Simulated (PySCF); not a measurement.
C₃HBr₂Cl, SMILES BrC(Br)=C=CCl.

Geometry: PBE0-D3(BJ)/def2-SVP. The structure was generated by enumeration, and PubChem lists no compound with its InChIKey, so it may never have been made.

Method: SMD-M06-2X/def2-SVP run with PySCF.

Solvation free energies are E(SMD) − E(gas) at the gas-phase geometry, for 1 M in both phases. Bromine has the revised SMD18 radius of 2.60 Å. In vacuum the dipole moment is 1.13 D.

Computed solvation free energies in water, benzene, acetonitrile:
| solvent | ΔG(solv) (kcal/mol) | its non-electrostatic (CDS) part | dipole (D) |
|---|---|---|---|
| water | -0.9 | 1.4 | 1.71 |
| benzene | -6.1 | -5.1 | 1.36 |
| acetonitrile | -5.5 | -3.3 | 1.69 |
